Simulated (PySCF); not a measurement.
**One molecule, a ladder of functionals, a line**

Molecule: `C=C[B@@H-]([NH3+])O`, C₂H₈BNO.

Numbering as in the mapped SMILES `[CH2:1]=[CH:2][B@@H-:3]([NH3+:4])[OH:5]`. Each H is labelled by its parent atom. Ha(C1) is cis to B3; Hb(C1) is trans to B3.

GIAO shieldings (ppm, equivalent atoms averaged) in PySCF 2.14.0 with density-fitted response routines on the PBE0-D3(BJ)/def2-SVP geometry, basis pcSseg-2, gas phase, non-relativistic:

```tsv
functional	exact exchange (%)	σ(C1)	σ(B3)	σ(O5)
BLYP	0	57.9	96.2	264.2
BP86	0	60.7	99.2	269.3
PBE	0	60.6	98.8	268.3
B3LYP	20	59.8	100.5	274.5
PBE0	25	63.1	103.9	280.4
mPW1PW91	25	62.4	103.7	280.7
HF	100	72.4	115.6	297.8
```

Q: Fit each shielding as a line in the percentage of exact exchange.

A: σ(C1) = 59.3 + 0.13 x (rms 1.2 ppm); σ(B3) = 98.3 + 0.18 x (rms 1.2 ppm); σ(O5) = 269.0 + 0.31 x (rms 2.9 ppm). The functionals also differ in their semilocal parts, which the line can't hold; Hartree–Fock has no correlation at all.

Q: What does the line predict for BHandHLYP (50 %), and what does the run give?

A: σ(C1): 65.8 predicted, 63.5 computed; σ(B3): 107.3 predicted, 106.3 computed; σ(O5): 284.5 predicted, 285.1 computed ppm.
